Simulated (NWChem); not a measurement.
System: CdHI; SMILES [CdH][I]

Program: NWChem. Structure relaxed at the PBE0/def2-SVP (def2 core potentials past Kr) level.

### Question
Predict the results for PBE/STO-3G (all-electron, non-relativistic). Quantities: highest occupied level (eV); orbital gap (eV); dipole (D).

### Answer
```json
{
 "highest occupied level (eV)": "-3.00",
 "orbital gap (eV)": "5.89",
 "dipole (D)": "2.28"
}
```
